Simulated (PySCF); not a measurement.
# Scandium: a sound run and one with changed settings

Sound run: Sc [Ar] 3d1 4s2, Sc⁺ [Ar] 3d1 4s1. Calculation: PySCF 2.14, in aug-cc-pVDZ-DK; the spin-free X2C one-electron Hamiltonian (Gaussian nucleus). In the sound run the correlated levels freeze [Ar]. The sound run starts from symmetry-adapted Hartree-Fock orbitals and uses a fine grid where one is needed.

Changed run: initial guess 1e, at most 50 SCF cycles, level shift 0.5 hartree.

```tsv
species	method	sound run (hartree)	changed run (hartree)	converged
Sc	UHF	-763.28346	-763.28346	yes
Sc	PBE	-763.96138	-763.96073	no
Sc	M06-2X	-764.20109	-764.20109	yes
Sc	MP2	-763.31021	-763.29557	yes
Sc⁺	UHF	-763.08515	-763.05035	yes
Sc⁺	PBE	-763.72159	-763.72233	no
Sc⁺	M06-2X	-763.95073	-763.92864	no
```

The plain start fixes occupations by D2h representation alone, and Sc⁺ at UHF landed in another state (other ⟨L²⟩ or ⟨S²⟩). A level shift leaves the converged SCF energy unchanged but raises the virtual orbital energies, which shrinks MP2 if it is not removed.
